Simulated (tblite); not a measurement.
Compound: C8H10P (charge +1).
Numbering: `[CH:1]#[C:2][CH2:3][P@@+:4]1([CH3:5])[CH:6]=[C:7]1[CH:8]=[CH2:9]` (hydrogens: H10 on C1; H11, H12 on C3; H13, H14, H15 on C5; H16 on C6; H17 on C8; H18, H19 on C9)

A start from a force field or distance geometry was refined with GFN2-xTB geometry optimisation, gas phase (tblite 0.8.0). Values at the start:

```tsv
coordinate	start
C1≡C2	1.225 Å
C1–H10	1.073 Å
C2–C3	1.454 Å
C3–P4	1.800 Å
C3–H11	1.112 Å
C3–H12	1.111 Å
P4–C5	1.787 Å
P4–C6	1.795 Å
P4–C7	1.774 Å
C5–H14	1.139 Å
C6=C7	1.333 Å
C6–H16	1.084 Å
C7–C8	1.459 Å
C8=C9	1.325 Å
C8–H17	1.103 Å
C9–H18	1.093 Å
C1–C2–C3	177.6°
C3–P4–C6	113.6°
C3–P4–C7	122.2°
P4–C6–C7	67.3°
P4–C7–C6	68.9°
P4–C7–C8	146.1°
C5–P4–C6	113.6°
C6–C7–C8	145.0°
C2–C3–P4–C5	-158°
C3–P4–C6–C7	113°
C3–P4–C7–C6	-92°
C6–C7–C8–C9	180°
```

**Question.** How do these coordinates change at the GFN2-xTB level?

**Answer.** 
```
 coordinate  GFN2-xTB (Å or °)  change
     C5–H14              1.091  -0.048
      C3–P4              1.842  +0.042
      C7–C8              1.418  -0.041
      P4–C5              1.821  +0.034
      C1≡C2              1.197  -0.028
     C1–H10              1.050  -0.023
      P4–C7              1.796  +0.022
     C8–H17              1.082  -0.021
     C9–H18              1.076  -0.017
      P4–C6              1.778  -0.017
     C6–H16              1.069  -0.015
     C3–H11              1.097  -0.015
     C3–H12              1.096  -0.015
      C6=C7              1.346  +0.013
      C2–C3              1.445  -0.009
      C8=C9              1.332  +0.007
   C5–P4–C6              118.0    +4.4
   C3–P4–C6              117.4    +3.8
   C6–C7–C8              147.8    +2.8
   C1–C2–C3              179.4    +1.8
   P4–C7–C6               67.2    -1.7
   P4–C6–C7               68.6    +1.3
   P4–C7–C8              145.0    -1.1
   C3–P4–C7              121.0    -1.2
C2–C3–P4–C5               -178     -20
C3–P4–C7–C6                -99      -7
C3–P4–C6–C7                107      -6
C6–C7–C8–C9               -178      +2
```

The energy falls by 35.2 kJ/mol over 99 L-BFGS steps, the largest force on an atom goes from 2.69 to 0.008 eV/Å, and the atoms move by 0.421 Å rms after alignment. The bond that changes most is C5–H14 (sp3 carbon bound to phosphorus to methyl hydrogen), which shortens by 0.048 Å. Bonds longer at the end by more than 0.005 Å: 5 of 19; shorter: 13. Among the dihedrals that turn most is C7–P4–C5–H15, from 167° to 104°. Rotational constants go from 1586, 1170, 828.2 to 1507, 1242, 855.0 MHz.

Hardware: one thread of an Arm Neoverse V1, shared host.

Its GFN2-xTB frequencies are all real (lowest 28 cm⁻¹). 3 starts were optimised and ended at 0.00, 0.11 and 0.18 kcal/mol (GFN2-xTB); the lowest of these is shown.

One conformer stands for the species.

The numbers are calculated, not measured.
